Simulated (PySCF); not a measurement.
Mg(SeH)(SiMe3) (C₃H₁₀MgSeSi), SMILES [Mg]([Si](C)(C)C)[SeH].

Geometry optimised at PBE0-D3(BJ)/def2-SVP. The values are those of a single conformer.

All values below come from C-PCM-B3LYP/def2-SVP run with PySCF 2.14.0.

The values are the electrostatic part of the solvation free energy, E(continuum) − E(gas) at the gas-phase geometry, in a cavity of scaled van der Waals radii (PySCF's table); cavitation and dispersion terms are not included. A continuum can't describe solvent molecules that bind to the metal. In vacuum the orbital gap is 5.10 eV. The dipole moment in vacuum is 2.13 D.

| solvent | ε | ΔG(elec) (kcal/mol) | dipole (D) | gap (eV) |
|---|---|---|---|---|
| water | 78.36 | -9.6 | 2.60 | 5.25 |
| cyclohexanone | 15.62 | -9.0 | 2.57 | 5.25 |
| 1-octanol | 9.86 | ? | ? | ? |

Task: Some entries are withheld; supply them. (Estimate from the structure and the level; the computed values follow.)

Result: 
- 1-octanol, ΔG(elec) (kcal/mol): -8.5
- 1-octanol, dipole (D): 2.56
- 1-octanol, gap (eV): 5.25
